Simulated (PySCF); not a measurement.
## Simulated absorption spectrum

Species: C₇H₁₀ClF₃.
InChI=1S/C7H10ClF3/c8-6-3-1-5(2-4-6)7(9,10)11/h5-6H,1-4H2/t5-,6+

Level of theory: PySCF, TDDFT B3LYP/def2-SVPD, vertical, gas phase, core orbitals frozen in the response. Geometry: PBE0-D3(BJ)/def2-SVP, one conformer, isolated molecule.

Computed states:

```
state  E (eV)       f
   S1    7.11  0.0016
   S2    7.19  0.0034
   S3    7.49   0.010
   S4    7.55   0.015
   S5    8.16   0.024
   S6    8.22   0.029
   S7    8.34  0.0054
   S8    8.39   0.023
   S9    8.43  0.0012
  S10    8.44   0.018
```

Each state is given a Gaussian of 0.5 eV full width at half maximum, with ε(max) = 2.175×10⁸ f / Δν̃ (Δν̃ the width in cm⁻¹). The width is an assumption, not a result. The curve ends short of the highest state used, and states not computed would add to its high-energy end.

Question: Give the broadened spectrum and its maxima.

Answer: 
```json
{"λ (nm)": "158.1", "ε (L mol⁻¹ cm⁻¹)": "1277"}
{"λ (nm)": "159.2", "ε (L mol⁻¹ cm⁻¹)": "1153"}
{"λ (nm)": "160.2", "ε (L mol⁻¹ cm⁻¹)": "1144"}
{"λ (nm)": "161.3", "ε (L mol⁻¹ cm⁻¹)": "1206"}
{"λ (nm)": "162.3", "ε (L mol⁻¹ cm⁻¹)": "1291"}
{"λ (nm)": "163.4", "ε (L mol⁻¹ cm⁻¹)": "1377"}
{"λ (nm)": "164.5", "ε (L mol⁻¹ cm⁻¹)": "1424"}
{"λ (nm)": "165.5", "ε (L mol⁻¹ cm⁻¹)": "1421"}
{"λ (nm)": "166.6", "ε (L mol⁻¹ cm⁻¹)": "1364"}
{"λ (nm)": "167.6", "ε (L mol⁻¹ cm⁻¹)": "1272"}
{"λ (nm)": "168.7", "ε (L mol⁻¹ cm⁻¹)": "1141"}
{"λ (nm)": "169.7", "ε (L mol⁻¹ cm⁻¹)": "1007"}
{"λ (nm)": "170.8", "ε (L mol⁻¹ cm⁻¹)": "859"}
{"λ (nm)": "171.8", "ε (L mol⁻¹ cm⁻¹)": "731"}
{"λ (nm)": "172.9", "ε (L mol⁻¹ cm⁻¹)": "604"}
{"λ (nm)": "173.9", "ε (L mol⁻¹ cm⁻¹)": "503"}
{"λ (nm)": "175.0", "ε (L mol⁻¹ cm⁻¹)": "408"}
{"λ (nm)": "176.0", "ε (L mol⁻¹ cm⁻¹)": "334"}
{"λ (nm)": "177.1", "ε (L mol⁻¹ cm⁻¹)": "264"}
{"λ (nm)": "178.2", "ε (L mol⁻¹ cm⁻¹)": "206"}
{"λ (nm)": "179.2", "ε (L mol⁻¹ cm⁻¹)": "162"}
{"λ (nm)": "180.3", "ε (L mol⁻¹ cm⁻¹)": "122"}
{"λ (nm)": "181.3", "ε (L mol⁻¹ cm⁻¹)": "92"}
{"λ (nm)": "182.4", "ε (L mol⁻¹ cm⁻¹)": "66"}
{"λ (nm)": "183.4", "ε (L mol⁻¹ cm⁻¹)": "48"}
{"λ (nm)": "184.5", "ε (L mol⁻¹ cm⁻¹)": "33"}
{"λ (nm)": "185.5", "ε (L mol⁻¹ cm⁻¹)": "23"}
{"λ (nm)": "186.6", "ε (L mol⁻¹ cm⁻¹)": "15"}
{"λ (nm)": "187.6", "ε (L mol⁻¹ cm⁻¹)": "10"}
{"λ (nm)": "188.7", "ε (L mol⁻¹ cm⁻¹)": "6"}
{"λ (nm)": "189.7", "ε (L mol⁻¹ cm⁻¹)": "4"}
{"λ (nm)": "190.8", "ε (L mol⁻¹ cm⁻¹)": "2"}
{"λ (nm)": "191.9", "ε (L mol⁻¹ cm⁻¹)": "1"}
{"λ (nm)": "192.9", "ε (L mol⁻¹ cm⁻¹)": "1"}
{"λ (nm)": "194.0", "ε (L mol⁻¹ cm⁻¹)": "0"}
{"λ (nm)": "195.0", "ε (L mol⁻¹ cm⁻¹)": "0"}
```

Maxima: 165 nm (7.52 eV), ε about 1400, made up of S3 (38%) and S4 (56%) (ε in L mol⁻¹ cm⁻¹; maxima over ε = 5, shares over 10%). At its high-energy end, 7.84 eV, the curve is still rising (ε about 1300, from S3, S4, S5 and S6).

Question: What would ε be at 7.52 eV, the highest of these maxima, with half the width (0.25 eV)?

Answer: About 2620 L mol⁻¹ cm⁻¹ against 1430, a factor of about 1.8; a lone state at its own centre would give exactly 2.

Question: Coming from long wavelengths, where does ε first pass 100 L mol⁻¹ cm⁻¹?

Answer: At about 181 nm (6.85 eV), 0.26 eV below S1.
